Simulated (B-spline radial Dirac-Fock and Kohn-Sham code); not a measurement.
Z = 32 (germanium), transition energy 1380 keV. Method: a Dirac-Hartree-Slater potential of the neutral atom with a Latter tail (no hole, which puts coefficients of high multipoles low close above an edge), finite nucleus with surface currents. Computed with an atomic code on a B-spline grid. Subshells that would emit electrons below 1 keV are left out, and so is internal pair formation.

Question: A pure transition shows α(K) = 7.69e-05, L1/L2 = 190 and L1/L3 = 76.5. What is its multipolarity?
A. M1
B. E1
C. M4
D. M2
E. E2
F. E4
G. M3
H. E3

Answer: B. For comparison, α(K), L1/L2, L1/L3 are E2 0.000156, 91.9, 81.7; E3 0.000287, 48.0, 75.8; E4 0.000509, 28.6, 63.7; M1 0.000147, 127, 155; M2 0.000297, 78.7, 193; M3 0.000548, 53.8, 150; M4 0.000974, 39.2, 91.2.
